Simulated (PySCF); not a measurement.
## N (nitrogen, neutral) across methods

[He] 2s2 2p3, high-spin 4S determinant. Calculation: PySCF 2.14, in aug-cc-pVQZ-DK (6s5p4d3f2g, 80 functions); scalar relativity by spin-free X2C-1e.

| method | E (hartree) | mean ε 2s α (eV) | mean ε 2s β (eV) | mean ε 2p α (eV) | Σ⟨r²⟩ (bohr²) | ⟨S²⟩ |
| --- | --- | --- | --- | --- | --- | --- |
| PBE0 | -54.5753 | -22.946 | -16.840 | -10.210 | 12.37 | 3.753 |
| TPSS | -54.6446 | -20.544 | -15.395 | -8.463 | 12.45 | 3.753 |
| r2SCAN | -54.6123 | -21.383 | -15.221 | -8.889 | 12.31 | 3.755 |
| PW91 | -54.6073 | -19.914 | -15.333 | -8.369 | 12.57 | 3.753 |
| PBE | -54.5643 | -19.879 | -15.308 | -8.299 | 12.58 | 3.752 |
| LDA | -54.1642 | -19.640 | -15.301 | -8.398 | 12.62 | 3.753 |
| B3LYP | -54.6357 | -22.162 | -16.854 | -9.771 | 12.44 | 3.754 |
| r2SCANh | -54.6123 | -22.422 | -15.812 | -9.594 | 12.27 | 3.755 |
| UHF | -54.43306 | -31.680 | -19.784 | -15.528 | 12.08 | 3.758 |
